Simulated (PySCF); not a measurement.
# Substituent chemical shifts

Parent skeleton `[CH2:1]=[C:2]=[CH:3][SiH:4]([Cl:5])[Cl:6]`; one hydrogen on atom 1 is replaced by X. Hydrogens on one atom are averaged.

One conformer, no solvent model, fast rotation and ring inversion assumed for equivalent nuclei, non-relativistic Hamiltonian. Structure optimised with GFN2-xTB; GIAO PBE0/pcSseg-1 shieldings; PySCF.

Shifts are taken against calculated references (same method and geometry level): TMS for 13C and 29Si and 1H; 35Cl against HCl.

Parent (X = H): C1 75.7, C2 226.5, C3 84.9, Si4 2.3, Cl5/Cl6 54.8, H(C1) 4.93, H(C3) 5.12, H(Si4) 5.93 ppm. Effects are Δδ = δ(X) − δ(H), positive for deshielding.

Known members:
| X | C1 | C2 | C3 | Si4 | Cl5/Cl6 | H(C1) | H(C3) | H(Si4) |
| --- | --- | --- | --- | --- | --- | --- | --- | --- |
| CH2CN | +10.9 | -3.4 | +9.1 | +0.2 | +1.6 | +0.29 | +0.52 | +0.14 |
| CF3 | +13.6 | -4.2 | +9.7 | -1.9 | +1.1 | +0.58 | +0.54 | +0.07 |

Four more derivatives gave (Δδ, ppm):
```
compound     C1    C2    C3   Si4  Cl5/Cl6  H(C1)  H(C3)  H(Si4)
       1  +17.6  -5.7  +7.0  -0.2     -0.9  +0.25  +0.33   +0.01
       2  +20.4  -2.5  +0.2  +0.1     -0.4  +0.44  -0.04   -0.05
       3   -6.1  +6.5  +6.8  -1.8     +3.9  +0.34  +0.52   +0.08
       4  +22.3  +6.5  +5.5  -3.3     +5.0  +0.89  +0.43   -0.02
```

**Question.** Their substituents are CH2F, CN, COCH3, nPr. Which is which?

**Answer.** 1: X = CH2F (FCC=C=C[SiH](Cl)Cl); 2: X = nPr (CCCC=C=C[SiH](Cl)Cl); 3: X = CN (N#CC=C=C[SiH](Cl)Cl); 4: X = COCH3 (CC(=O)C=C=C[SiH](Cl)Cl).
